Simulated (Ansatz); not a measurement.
Ansatz (a program for electronic structure) input (B2GP-PLYP/def2-TZVPD):

Ansatz 0.2 input:
```yaml
crystal:
  periodic: [false, false, false]
  atoms:
    - {symbol: Si, position_ang: [0.00000000, -0.00000000, -0.00000000]}
    - {symbol: O, position_ang: [-1.03506827, -0.27834929, -1.22630557]}
    - {symbol: C, position_ang: [-1.39968423, 0.68125340, -2.20795589]}
    - {symbol: O, position_ang: [-0.06279968, -1.29517758, 0.98551572]}
    - {symbol: C, position_ang: [-1.26169279, -1.88511684, 1.46722771]}
    - {symbol: O, position_ang: [-0.45347434, 1.39681321, 0.70423283]}
    - {symbol: C, position_ang: [0.29279926, 2.07585685, 1.70393026]}
    - {symbol: O, position_ang: [1.55134228, 0.17671366, -0.46344298]}
    - {symbol: C, position_ang: [2.36857777, -0.87199340, -0.96320207]}
    - {symbol: H, position_ang: [-2.13839734, 0.22474771, -2.86643596]}
    - {symbol: H, position_ang: [-1.83363668, 1.56951289, -1.74353305]}
    - {symbol: H, position_ang: [-0.53356678, 0.98175167, -2.80413128]}
    - {symbol: H, position_ang: [-0.99183357, -2.75727889, 2.06237463]}
    - {symbol: H, position_ang: [-1.90195050, -2.19963019, 0.64008827]}
    - {symbol: H, position_ang: [-1.81756061, -1.18587211, 2.09806169]}
    - {symbol: H, position_ang: [1.29538285, 2.31904137, 1.34518850]}
    - {symbol: H, position_ang: [0.37922529, 1.46902818, 2.60956442]}
    - {symbol: H, position_ang: [-0.23343488, 2.99848982, 1.94789034]}
    - {symbol: H, position_ang: [1.97190210, -1.26490774, -1.90349484]}
    - {symbol: H, position_ang: [2.44020433, -1.68892407, -0.24174372]}
    - {symbol: H, position_ang: [3.36366579, -0.46595864, -1.14382901]}
basis:
  gaussian:
    orbitals: def2-TZVPD
hamiltonian:
  xc: {name: B2GP-PLYP}
magnetization: {spin_polarized: false}
correlation: {electrons: outside_noble_gas}
```

Output:

```
Functional definition: B2GP-PLYP
integrals: 3.60 GiB planned
3108 factors; integrals over basis functions are off by at most 6.7e-4 eV
mean field: 5.33 GiB planned
mean field evaluation 1: about -20375.2793 eV, gradient 7.0e1 eV
mean field evaluation 2: about -20375.4257 eV, gradient 7.0e1 eV
mean field evaluation 4: about -20384.0068 eV, gradient 6.2e0 eV
mean field evaluation 8: about -20384.0872 eV, gradient 4.8e-1 eV
mean field evaluation 16: about -20384.0875 eV, gradient 9.6e-5 eV
mean field -20384.08752902 eV, -749.1013998606 hartree, gradient 5.4e-6 eV, S^2 0.000000; 0 other end points of the search recorded, 0 dependent functions left out
13 core orbitals not correlated
reference -20384.08772332 eV, -749.1014070012 hartree; 28, 28 occupied and 418, 418 virtual orbitals, 3108 factors
second order -53.79346761 eV of doubles, -0.00000000 eV of singles
Total energy: -20403.45337166 eV, -749.8130814511 hartree
```
